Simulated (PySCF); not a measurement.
## A small calculation by hand: oscillator strength and radiative lifetime

C2H7F2NSi, SMILES FC(F)C[SiH2]N.

Geometry optimised at PBE0-D3(BJ)/def2-SVP. This is a generated structure with no PubChem entry under its InChIKey; it may be hypothetical. One conformer was computed; it need not be the lowest.

TDA-CAM-B3LYP/def2-SVPD run with PySCF puts the first singlet state with f over 0.02 at 6.39 eV (vertical), with the transition dipole (-0.270, 0.383, 0.000) in atomic units.

### Question
Find the oscillator strength, the wavelength and the radiative lifetime that this transition would have in vacuum if emission retraced absorption.

### Answer

|μ|² = 0.2196 au, so |μ| = 1.19 D. ΔE = 6.39/27.211 = 0.2348 hartree. f = (2/3) ΔE |μ|² = 0.034 (the program prints 0.034).
λ = 1239.84/6.39 = 194 nm; ν = 51539 cm⁻¹.
Einstein's coefficient A = 0.6670 ν² f s⁻¹ (ν in cm⁻¹) = 6.1e7 s⁻¹, so τ = 1/A = 16 ns. This state is S1. The figure is the radiative limit of this one transition; relaxation, internal conversion, crossing to triplets and a medium change what is measured.
